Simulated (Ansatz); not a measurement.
Two isomers of C3H4BClS: A = `CC#CB(S)Cl`, B = `ClC1=CCSB1`.

Computed with Ansatz on PBE0-D4/def2-TZVP structures; ΔE is electronic, products minus reactants. CCSD(T)/CBS adds triple-zeta CCSD(T) − MP2 to the extrapolated MP2 energy (def2 sets, frozen cores). DFT in def2-TZVPP. B3LYP here is the variant with VWN-RPA as its local correlation; programs differ in this. Each species was taken in one conformer, which may not be the lowest.

Task: Which isomer does CCSD(T)/CBS put lower? Give the gap. (Estimate.)

Result: The calculation gave: A, by 31.6 kJ/mol.

Task: Give E(B) − E(A) in kJ/mol with PBE-D4, CCSD(T)/def2-TZVPP, B3LYP, B3LYP-D4, r2SCAN-D4, B2PLYP, ωB97M-V. (Best estimate.)

Result: The calculation gave: PBE-D4 19.2, CCSD(T)/def2-TZVPP 34.7, B3LYP 47.8, B3LYP-D4 38.5, r2SCAN-D4 29.0, B2PLYP 45.4, ωB97M-V 29.9. None reverses the order clearly.

Largest T1 diagnostic: 0.015.

In def2-TZVPP, CCSD(T) changes the Hartree–Fock value by −25.3 kJ/mol (the triples alone add −4.5 kJ/mol) and MP2 by −20.6 kJ/mol. From PBE to PBE0 (25 % exact exchange), in def2-TZVPP and without D4, E(B) − E(A) moves by −5.5 kJ/mol.
